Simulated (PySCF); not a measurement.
A PySCF script (with the pyscf-properties extension) for the NMR shieldings of `[SiH3][Si]([SiH2]N=C)(C)[SiH3]`, C2H13NSi4, on a GFN2-xTB geometry:

```python
import basis_set_exchange as bse
import numpy as np
from pyscf import gto, dft
from pyscf.prop import nmr

atoms = """
C     3.227724   -0.827041    0.336851
N     2.345151   -0.573533   -0.507876
Si    1.450761    0.823380   -0.943196
Si   -0.653644    0.212450   -0.118658
C    -1.843484    1.628481   -0.640184
Si   -0.676867    0.133697    2.222951
Si   -1.462161   -1.753908   -1.099543
H     3.700300   -0.085417    0.987934
H     3.576276   -1.850050    0.456871
H     1.975911    2.113873   -0.458286
H     1.612421    0.821919   -2.398800
H    -1.890745    1.730695   -1.721020
H    -1.531246    2.587671   -0.236073
H    -2.853631    1.439474   -0.287692
H     0.304256   -0.838839    2.716551
H    -1.969160   -0.260554    2.792992
H    -0.337707    1.404979    2.874164
H    -0.799414   -2.936864   -0.546726
H    -1.279385   -1.803949   -2.553379
H    -2.900506   -1.955787   -0.879915
"""
names = dict.fromkeys(["C", "N", "Si", "H"], "pcSseg-1")
basis = {el: gto.basis.parse(bse.get_basis(n, elements=[el], fmt="nwchem")) for el, n in names.items()}
mol = gto.M(atom=atoms, basis=basis, charge=0, verbose=0)
mf = dft.RKS(mol, xc="PBE0")
mf.grids.level = 2
mf.grids.alignment = dft.numint.BLKSIZE   # the property module wants whole blocks of grid points
mf.conv_tol = 1e-9
mf.kernel()

calc = nmr.RKS(mf)   # GIAO
C = mf.mo_coeff
Co = C[:, mf.mo_occ > 0]
resp = mf.gen_response(singlet=True, hermi=2)
def vind(x):   # induced exchange potential for any number of trial vectors
    d = np.einsum("pi,xij,qj->xpq", C, 2 * x.reshape(-1, C.shape[1], Co.shape[1]), Co, optimize=True)
    return np.einsum("xpq,pi,qj->xij", resp(d - d.transpose(0, 2, 1)), C, Co, optimize=True).ravel()
mo1, _ = nmr.rhf.solve_mo1(calc, with_cphf=vind)
sigma = calc.kernel(mo1)
for i, s in enumerate(sigma):   # ppm
    print("%2d %-2s %9.2f" % (i, mol.atom_pure_symbol(i), np.trace(s) / 3))
```

**Question.** Give the expected output.

**Answer.** 
```
 0 C      16.48
 1 N    -149.37
 2 Si    392.98
 3 Si    442.79
 4 C     194.17
 5 Si    462.23
 6 Si    456.41
 7 H      23.08
 8 H      23.22
 9 H      26.34
10 H      26.16
11 H      31.43
12 H      31.47
13 H      31.45
14 H      28.37
15 H      28.22
16 H      28.23
17 H      28.17
18 H      27.94
19 H      28.14
```

These numbers come from an equivalent density-fitted implementation of the same equations, which agrees with the script to about 0.01 ppm for H and up to a few tenths of a ppm for heavy atoms, so last digits may differ.

**Question.** Turn these shieldings into chemical shifts. Shifts are taken against calculated references (same method and geometry level): 13C (σref 186.93), 29Si (σref 349.16), 1H (σref 31.72) vs TMS; 15N (σref 267.73) vs NH3.

**Answer.** Averaging equivalent atoms: C 0: 170.4; C 4: -7.2; N 1: 417.1; Si 2: -43.8; Si 3: -93.6; Si 5/6: -110.2; H 7: 8.64; H 8: 8.49; H 9/10: 5.47; H 14/15/16/17/18/19: 3.54; H 11/12/13: 0.27 ppm. Experimental scales use liquid or dissolved standards, which lie at an offset from isolated NH3 (liquid NH3: subtract about 20 ppm). Unscaled 15N shifts of sp2 nitrogen come out 20 to 40 ppm too high even then.

Size and cost of the density-fitted run: 212 basis functions, 49 s wall time on 1 thread of an Arm Neoverse V1, shared host; peak memory 1 GiB.
